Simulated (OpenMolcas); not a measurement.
Au2+ among 6 point charges of -1 e arranged as an octahedron (Oh).

```
Program             : OpenMolcas 26.06
Method              : CASSCF
Basis               : ANO-RCC-VTZP [8s7p5d3f1g]
Scalar Hamiltonian  : DKH2, point nucleus
Active space        : 9 electrons in 5 orbitals (5d)
State averaging     : 2S+1 = 2 even, 5 roots
Spin-orbit coupling : state interaction with AMFI integrals over the reference wave functions
```

All point charges move together. At R = 2.06 Å |10Dq| is 4687 cm-1, and at R = 2.43 Å it is 2119 cm-1.

**Question.** A third run gives 3078 cm-1. What distance was it run at?

**Answer.** With a power law R^-n the two known points give n = -ln(2119 / 4687) / ln(2.43 / 2.06) = 4.81. Then R = 2.06 × (4687 / 3078)^(1/4.81) = 2.248 Å. The run was at 2.25 Å, so the estimate is off by -0.002 Å.

An orbital doublet at a regular site is open to a Jahn-Teller distortion, which this geometry leaves out. The ground term spreads over less than 5000 cm-1, several times less than with real ligands, so orbital moments are less quenched and χT lies further from the spin-only value than at real sites. Spin-orbit coupling mixes the spin-free states strongly: the lowest level takes only 67 % from its leading state, 2E (holds for R = 2.43). Point charges carry no covalency, so the field is a model and not that of real ligands. No measured value stands beside these numbers.
